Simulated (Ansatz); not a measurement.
C₃H₈O₂, charge +1, doublet, at a GFN2-xTB geometry (a state made from the parent by changing its charge; the spin is typed, not shown lowest), atoms displaced at random by about 0.03 Å a coordinate; R2SCAN/STO-3G, gradient (Ansatz, a program for electronic structure).

Here is a job for Ansatz.
Ansatz 0.2 input:
```yaml
crystal:
  periodic: [false, false, false]
  atoms:
    - {symbol: C, position_ang: [1.78236657, 0.12393987, 0.41400500]}
    - {symbol: C, position_ang: [0.46051956, 0.41554330, -0.11902218]}
    - {symbol: O, position_ang: [-0.26390174, 1.35083422, 0.56407577]}
    - {symbol: C, position_ang: [-0.43315084, -1.05564946, -0.15510489]}
    - {symbol: O, position_ang: [-1.59386361, -0.84222554, -0.85501507]}
    - {symbol: H, position_ang: [2.37538668, 0.99422641, 0.30434765]}
    - {symbol: H, position_ang: [1.83803795, -0.18867913, 1.39548574]}
    - {symbol: H, position_ang: [2.23856907, -0.67761573, -0.15142111]}
    - {symbol: H, position_ang: [0.39871359, 0.67544490, -1.21779651]}
    - {symbol: H, position_ang: [0.07708607, 1.46821271, 1.37835275]}
    - {symbol: H, position_ang: [0.15223951, -1.72223377, -0.64529005]}
    - {symbol: H, position_ang: [-0.62988812, -1.21541938, 0.91338309]}
    - {symbol: H, position_ang: [-2.31341407, -0.45350173, -0.36059609]}
basis:
  gaussian:
    orbitals: STO-3G
hamiltonian:
  xc: r2scan
total_charge: 1
magnetization: {spin_polarized: true, initial_magnetization: 1}
output: {forces: true}
```

The log (banner, timings and long lists left out):

```
Functional definition: r2SCAN
474 factors; integrals over basis functions are off by at most 4.9e-5 eV
mean field evaluation 1: about -7227.3108 eV, gradient 1.3e1 eV
mean field evaluation 2: about -7225.6953 eV, gradient 2.1e1 eV
mean field evaluation 4: about -7228.2413 eV, gradient 4.0e0 eV
mean field evaluation 8: about -7228.2433 eV, gradient 3.8e-2 eV
mean field -7228.24332424 eV, -265.6330426863 hartree, gradient 7.7e-5 eV, S^2 0.751543; 0 other end points of the search recorded, 0 dependent functions left out
the calculation of the forces begins
reference -7228.24333120 eV, -265.6330429423 hartree; 21, 20 occupied and 12, 13 virtual orbitals, 474 factors
Total energy: -7228.24333120 eV, -265.6330429423 hartree
Atom 0 at     1.782367     0.123940     0.414005 Å, force     2.041862    -1.023949    -1.808446 eV/Å
Atom 1 at     0.460520     0.415543    -0.119022 Å, force    -1.609932    -0.659705    -2.565693 eV/Å
Atom 2 at    -0.263902     1.350834     0.564076 Å, force    -5.553397     0.502246    -8.228445 eV/Å
Atom 3 at    -0.433151    -1.055649    -0.155105 Å, force    -2.855560     3.955740     3.846853 eV/Å
Atom 4 at    -1.593864    -0.842226    -0.855015 Å, force     1.675794    -1.972864    -4.768112 eV/Å
Atom 5 at     2.375387     0.994226     0.304348 Å, force     1.316648     1.508452    -0.224755 eV/Å
Atom 6 at     1.838038    -0.188679     1.395486 Å, force    -0.404544    -0.765041     3.324045 eV/Å
Atom 7 at     2.238569    -0.677616    -0.151421 Å, force     0.447091    -0.332812    -0.633327 eV/Å
Atom 8 at     0.398714     0.675445    -1.217797 Å, force     0.375378    -0.018975     0.489322 eV/Å
Atom 9 at     0.077086     1.468213     1.378353 Å, force     3.990094     1.057482     9.219859 eV/Å
Atom 10 at     0.152240    -1.722234    -0.645290 Å, force     2.933072    -3.267633    -2.253166 eV/Å
Atom 11 at    -0.629888    -1.215419     0.913383 Å, force     0.332095    -0.701672     0.604314 eV/Å
Atom 12 at    -2.313414    -0.453502    -0.360596 Å, force    -2.688601     1.718731     2.997553 eV/Å
Dipole moment:    -0.160098    -0.042402     0.386437 e Å
```
